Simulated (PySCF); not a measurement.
Se(iPr)(SH) (C3H8SSe), SMILES CC(C)[Se]S.

Geometry optimised at PBE0-D3(BJ)/def2-SVP. One conformer was computed; it need not be the lowest.

Two levels are set side by side: PBE/def2-TZVP (PySCF) and PBE0/def2-TZVP (PySCF). Same geometry, gas phase. Differences are taken from unrounded values.

```json
[
 {"quantity": "orbital gap (eV)", "PBE0": "5.62", "PBE": "3.54", "PBE minus PBE0": "-2.08"},
 {"quantity": "highest occupied level (eV)", "PBE0": "-6.60", "PBE": "-5.45", "PBE minus PBE0": "1.15"},
 {"quantity": "lowest empty level (eV)", "PBE0": "-0.98", "PBE": "-1.90", "PBE minus PBE0": "-0.93"},
 {"quantity": "dipole moment (D)", "PBE0": "2.08", "PBE": "1.99", "PBE minus PBE0": "-0.08"},
 {"quantity": "mean polarisability (bohr³)", "PBE0": "83.9", "PBE": "86.3", "PBE minus PBE0": "2.4"}
]
```

Without exact exchange PBE keeps part of each electron's self-repulsion, which lifts occupied levels and narrows the gap. Differences between two approximate levels are no errors against the true value.

Rough cost on one machine, each run with all the roots and properties that it gave: PBE0 against PBE within a factor of 2.
